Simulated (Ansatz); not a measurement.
Geometry optimisation, RKS B3LYP/def2-mTZVP (Ansatz 0.2.0).

The input (input.yaml):

```yaml
crystal:
  periodic: [false, false, false]
  atoms:
    - { symbol: B, position_ang: [0.0, 0.0, 0.0] }
    - { symbol: "N", position_ang: [0.0, 0.0, 1.9] }
    - { symbol: H, position_ang: [-0.877, -0.2713, 2.43] }
    - { symbol: H, position_ang: [0.877, 0.2713, 2.43] }
    - { symbol: Cl, position_ang: [1.6108, 0.0, -0.93] }
    - { symbol: H, position_ang: [-1.0305, 0.0, -0.595] }
    - { symbol: Br, position_ang: [0.4922, -2.1654, 0.7379] }
    - { symbol: H, position_ang: [0.2531, -1.1137, 1.8085] }
basis:
  gaussian: { orbitals: def2-mTZVP }
hamiltonian:
  xc: b3lyp
relax:
  f_tol: 0.15
  max_steps: 25
  restrain:
    - { distance: [0, 6], at: 3.24, k: 30.0 }
    - { distance: [7, 1], at: 2.26, k: 30.0 }
    - { distance: [0, 1], at: 1.55, k: 30.0 }
    - { distance: [7, 6], at: 1.55, k: 30.0 }
```

Command:

```bash
$ ansatz run input.yaml --threads 4 --pin off --max-ram 5120MiB --backend cpu --events-out ev --progress --plain --runs-dir out
```

Problem. Where does it end, and by what steps?

Solution. It converged. The restraints hold the end off the free minimum; the threshold counts their pulls, which the force column leaves out. Restrained pairs: B1–Br7 (2.34 → 3.25 Å), N2–H8 (1.15 → 2.26 Å), B1–N2 (1.90 → 1.47 Å), Br7–H8 (1.52 → 1.51 Å). After 9 steps the energy has fallen by 3.438 eV (the restraints' own energy left out); Br7 moved furthest, 0.92 Å.

```tsv
step	energy less start (eV)	largest force component (eV/Å)	accepted
0	0.0000	5.544	yes
1	-0.4295	2.732	yes
2	-0.9689	2.770	yes
3	-1.7668	2.486	yes
4	-2.9093	1.827	yes
5	-3.2583	1.716	yes
6	-3.3934	2.127	yes
7	-3.4350	2.352	yes
8	-3.4477	2.355	yes
9	-3.4384	2.311	yes
```

```xyz
8
Properties=species:S:1:pos:R:3
B 0.025 0.121 0.245
N 0.005 0.309 1.704
H -0.862 0.285 2.223
H 0.774 0.736 2.201
Cl 1.514 0.490 -0.641
H -0.941 -0.234 -0.332
Br 0.369 -3.078 0.717
H 0.442 -1.906 1.665
```

Time of the run: 20 s on 4 threads of Arm Neoverse V1, on a shared host, peak memory 0.25 GiB.
